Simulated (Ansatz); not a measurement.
Program: Ansatz. Geometries: PBE0-D4/def2-TZVP. ΔE: electronic, gas phase. CCSD(T)/CBS is the MP2 limit (def2-TZVPP, def2-QZVPP) plus CCSD(T) − MP2 in def2-TZVPP, frozen cores. This one scheme is used for every species. Functionals use def2-TZVPP. B3LYP here is the variant with VWN-RPA as its local correlation; programs differ in this. For Br outer-core shells are correlated without core-valence functions, which leaves a few kJ/mol of doubt a bond. Scalar relativity is left out up to krypton. One conformer a species, not always the lowest.

Reaction (ligand exchange at the Si–Br bond): `BOC[SiH2]Br` + HCl → `BOC[SiH2]Cl` + HBr

| level | ΔE (kJ/mol) |
| --- | --- |
| r2SCAN-D4 | -2.0 |
| B3LYP-D4 | -2.5 |
| ωB97X-V | -2.5 |
| CCSD/CBS(def2) | 0.2 |

Problem. What does CCSD(T)/CBS give? (Best estimate.)

Solution. Computed: +0.8 kJ/mol. The listed levels differ from it by -2.8, -3.3, -3.3, -0.6 kJ/mol.

Largest T1 diagnostic among the species: 0.013.

In def2-TZVPP, CCSD(T) changes the Hartree–Fock value by +4.6 kJ/mol (the triples alone add +0.5 kJ/mol) and MP2 by +5.8 kJ/mol. The D4 term adds +4.1 kJ/mol with B3LYP and +2.2 kJ/mol with PBE0; it sums over pairs of atoms, weighted by their polarisabilities, and B3LYP, whose exchange is more repulsive, gets the larger term.
